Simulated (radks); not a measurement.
Values are calculated unless marked as measured or tabulated.
Ionisation of neutral tin, [Kr] 4d10 5s2 5p2, to Sn+, [Kr] 4d10 5s2 5p1, under several functionals. Dirac Kohn-Sham, spin-unpolarised, spherical densities, finite nucleus; open shells are shared between the two j in proportion to 2j + 1; a radial shooting solver on a logarithmic mesh with Libxc functionals.

\begin{tabular}{lrrrrrr}
functional & E(Sn) (hartree) & Exc (hartree) & IE (eV) & -e(HOMO) (eV) & <r> HOMO (bohr) & IE error (eV) \\ \hline
LDA (Slater exchange, Perdew-Zunger correlation) & -6173.50137 & -159.81138 & 7.112 & 3.730 & 3.272 & -0.232 \\
exchange-only B88 & -6176.94060 & -163.28647 & 6.176 & 2.895 & 3.400 & -1.168 \\
SOGGA & -6175.71517 & -162.05510 & 6.809 & 3.479 & 3.287 & -0.535 \\
Wu-Cohen GGA & -6178.09261 & -164.46555 & 6.917 & 3.564 & 3.266 & -0.426 \\
\end{tabular}

NIST Atomic Spectra Database: 7.344 eV (measured). Closest: LDA (Slater exchange, Perdew-Zunger correlation). The Delta-SCF values span 0.94 eV, the total energies 4.59 hartree. The highest occupied level is 5p3/2. Spin polarisation and multiplet splitting are left out, so open shells lie too high by an amount that depends on their filling. Sharing an open shell by 2j + 1 raises it above the true ground level by a part of the spin-orbit splitting, which enters the differences from NIST.

Beside tabulated values, note that spin-unpolarised runs miss the spin-polarisation part of the exchange energy of open shells.
